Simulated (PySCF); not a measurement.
Isomers of C6H9NO, one GFN2-xTB conformer each. Single-point energies are computed at PBE0/pcSseg-1 (PySCF, gas phase, no added dispersion term), electronic only.

```csv
SMILES,GFN2-xTB relative energy (kJ/mol)
N#C[C@H]1CCCOC1,0.0
C=C/C=C\CNC=O,83.0
```

Conformers: `[N:1]#[C:2][C@H:3]1[CH2:4][CH2:5][CH2:6][O:7][CH2:8]1` with C2–C3–C4–C5 176°, C3–C4–C5–C6 -54°, C4–C5–C6–O7 58°, C5–C6–O7–C8 -61°; `[CH2:1]=[CH:2]/[CH:3]=[CH:4]\[CH2:5][NH:6][CH:7]=[O:8]` with C1–C2–C3–C4 -177°, C3–C4–C5–N6 115°, C4–C5–N6–C7 114°, C5–N6–C7–O8 3°.

Question: What does PBE0/pcSseg-1 give for the same structures?

Answer: 
```csv
SMILES,PBE0/pcSseg-1 E (Eh),PBE0/pcSseg-1 (kJ/mol),GFN2-xTB (kJ/mol),point group
N#C[C@H]1CCCOC1,-363.54297,0.0,0.0,C1
C=C/C=C\CNC=O,-363.53122,30.8,83.0,C1
```

Both levels put the same isomer lowest. As drawn, the lower has a C≡N group, which the higher lacks; the higher has a C=O bond, an N–H bond and a C(=O)–N unit, which the lower lacks.

Question: Which frontier levels, dipoles and rotational constants go with these structures?

Answer: 
```json
{"SMILES": "N#C[C@H]1CCCOC1", "HOMO (eV, PBE0/pcSseg-1)": "-7.83", "LUMO (eV)": "0.85", "dipole (D)": "3.79", "A, B, C (MHz)": "4470, 1467, 1183"}
{"SMILES": "C=C/C=C\\CNC=O", "HOMO (eV, PBE0/pcSseg-1)": "-6.86", "LUMO (eV)": "-1.07", "dipole (D)": "3.87", "A, B, C (MHz)": "8426, 741.0, 720.8"}
```
